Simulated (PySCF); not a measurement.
# Spinor energies of Hg⁷⁵⁺ (mercury, charge +75)

Start: [He] 2s2 2p1; 2p1/2 filled at m_j = +1/2. Calculated with PySCF 2.14 in an even-tempered Gaussian basis (16 s from 65 bohr⁻², ratio 2.4; 13 p from 85 bohr⁻², ratio 2.4; 5 d from 270 bohr⁻², ratio 2.6; 4 f from 410 bohr⁻², ratio 2.6): generalised Hartree-Fock with the X2C-1e Hamiltonian and a Gaussian nucleus; one run each with spin-orbit coupling (SO) switched off, then screened by Boettger's factors.

```json
{"spinor shell": "1s1/2", "electrons": "2", "ε, spin-free (eV)": "-92818.1", "ε, screened SO (eV)": "-92767.5", "weight of nominal j (screened SO)": "1.000", "rms radius, screened SO (bohr)": "0.0186"}
{"spinor shell": "2s1/2", "electrons": "2", "ε, spin-free (eV)": "-22854.3", "ε, screened SO (eV)": "-22838.7", "weight of nominal j (screened SO)": "1.000", "rms radius, screened SO (bohr)": "0.0727"}
{"spinor shell": "2p1/2", "electrons": "1", "ε, spin-free (eV)": "-21083.5", "ε, screened SO (eV)": "-22612.1", "weight of nominal j (screened SO)": "1.000", "rms radius, screened SO (bohr)": "0.0609"}
```

```tsv
quantity	spin-free	screened SO
E (hartree)	-9492.58273	-9548.75057
M_J	1/2	1/2
⟨J²⟩	0.750	0.750
⟨L²⟩	2.000	2.000
⟨S²⟩	0.750	0.750
```

Each row is a mean over spinors that exchange with the open shell spreads, by up to 22.869 eV (2s1/2).

Breit and QED terms are absent; they matter most for the inner s and p1/2 levels.

Densities and radii are taken from the X2C orbitals without a picture-change correction, which distorts them close to the nucleus.

Without spin-orbit coupling the j labels of p, d and f shells carry no meaning; the spin-free column gives the mean over the occupied spinors of each nl shell.
